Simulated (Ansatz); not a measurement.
Species: trifluoromethylboronic acid, CH₂BF₃O₂, charge 0, multiplicity 1. 
Structure (B3LYP-D3(BJ)/def2-TZVP (Ansatz, a first-principles code) minimum search):
```
B
O 1 1.3477
H 2 0.9645 1 113.90
O 1 1.3540 2 122.50 3 0.00
H 4 0.9637 1 114.23 2 -180.00
C 1 1.6186 2 117.04 3 180.00
F 6 1.3500 1 112.65 2 -60.75
F 6 1.3500 7 107.26 1 -124.51
F 6 1.3669 7 106.48 8 -113.69
```

Quantity: vertical triplet-singlet gap (E(triplet) - E(singlet); each state is the SCF solution reached for its spin), in kJ/mol. Cores are frozen in the correlated levels unless marked. Open shells are spin-unrestricted. No spin-orbit coupling. No relativistic terms. 

| level | program | vertical triplet-singlet gap (kJ/mol) |
|---|---|---|
| HF/aug-cc-pVDZ | Ansatz | 824.6 |
| SVWN5/def2-TZVPD | Ansatz | 659.5 |
| PBE/def2-TZVPD | Ansatz | 653.9 |
| r2SCAN/def2-TZVPD | Ansatz | 678.0 |
| B3LYP/def2-TZVPD | Ansatz | 714.3 |
| PBE0/def2-TZVPD | Ansatz | 714.0 |
| BHLYP/def2-TZVPD | Ansatz | 776.8 |
| CAM-B3LYP/def2-TZVPD | Ansatz | 743.1 |
| wB97M-V/def2-TZVPD | Ansatz | 758.9 |
| wB97X-V/def2-TZVPD | Ansatz | 756.8 |
| B2PLYP/def2-TZVPD | Ansatz | 776.0 |
| MP2/aug-cc-pVDZ | Ansatz | 795.4 |
| RI-MP2/aug-cc-pVTZ | Ansatz | 887.4 |
| CCSD/aug-cc-pVDZ | Ansatz | 798.2 |
